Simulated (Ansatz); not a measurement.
Reaction (ligand exchange at the Sn–C bond): `OC(O)=[CH][SnH3]` + `OCF` → `FC[O][SnH3]` + `C=C(O)O`

Program: Ansatz. Geometries: PBE0-D4/def2-TZVP. ΔE: electronic, gas phase. CCSD(T)/CBS is the MP2 limit (def2-TZVPP, def2-QZVPP) plus CCSD(T) − MP2 in def2-TZVPP, frozen cores. Functionals use def2-TZVPP. B3LYP here is the variant with VWN-RPA as its local correlation; programs differ in this. Elements past krypton have def2 core potentials. For Sn outer-core shells are correlated without core-valence functions, which leaves a few kJ/mol of doubt a bond. Each species was taken in one conformer, which may not be the lowest.

CCSD(T)/CBS gives -26.5 kJ/mol.

Question: Another level gave -31.4 kJ/mol. Which?
A. CCSD(T)/def2-TZVPP
B. HF/def2-TZVPP
C. B3LYP/def2-TZVPP
D. ωB97X-V/def2-TZVPP

Answer: D. ωB97X-V -31.4, HF/def2-TZVPP -41.8, B3LYP -36.0, CCSD(T)/def2-TZVPP -23.4 kJ/mol.

Largest T1 diagnostic among the species: 0.013.

In def2-TZVPP, CCSD(T) changes the Hartree–Fock value by +18.5 kJ/mol (the triples alone add +2.3 kJ/mol) and MP2 by +21.7 kJ/mol.
